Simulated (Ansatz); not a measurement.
Stepwise reaction of `C[O][In]([Cl])[Cl]` with hydrogen fluoride, as a gas-phase model of exchange steps in deposition or etching. ΔE in kJ/mol; ΔG adds harmonic PBE0-D4 terms to CCSD(T)/CBS, at 1 bar.

Calculated with Ansatz (gas phase, PBE0-D4/def2-TZVP geometries, no zero-point term in ΔE). CCSD(T)/CBS is the MP2 limit (def2-TZVPP, def2-QZVPP) plus CCSD(T) − MP2 in def2-TZVPP, frozen cores. This one scheme is used for every species. DFT in def2-TZVPP. B3LYP here is the variant with VWN-RPA as its local correlation; programs differ in this. Elements past krypton have def2 core potentials. For In outer-core shells are correlated without core-valence functions, which leaves a few kJ/mol of doubt a bond. One conformer a species, not always the lowest.

```json
{"step": "2", "reaction": "`C[O][In]([F])[Cl]` + H–F → `C[O][In]([F])[F]` + HCl", "PBE-D4": "59.8", "B3LYP-D4": "61.5", "ωB97M-V": "63.7", "CCSD(T)/CBS": "67.4", "ΔG(500 K)": "60.7"}
```

Q: Give the row of step 1, `C[O][In]([Cl])[Cl]` + H–F → `C[O][In]([F])[Cl]` + HCl. (An estimate is asked.)

A: Computed: 
```tsv
step	reaction	PBE-D4	B3LYP-D4	ωB97M-V	CCSD(T)/CBS	ΔG(500 K)
1	`C[O][In]([Cl])[Cl]` + H–F → `C[O][In]([F])[Cl]` + HCl	57.4	58.9	60.6	64.8	57.2
```

Q: By hand: ΔE of the 2 steps together at CCSD(T)/CBS.

A: (64.8) + (67.4) = 132.2 kJ/mol, or 66.1 kJ/mol a step.

In ΔE the steps differ by no more than 2.6 kJ/mol. All are uphill at CCSD(T)/CBS. ΔG lies between 57.2 and 60.7 kJ/mol a step. PBE-D4 differs from CCSD(T)/CBS by -7.6 to -7.4 kJ/mol a step. Isolated molecules leave out the surface, adducts and barriers. Largest T1 diagnostic: 0.017.
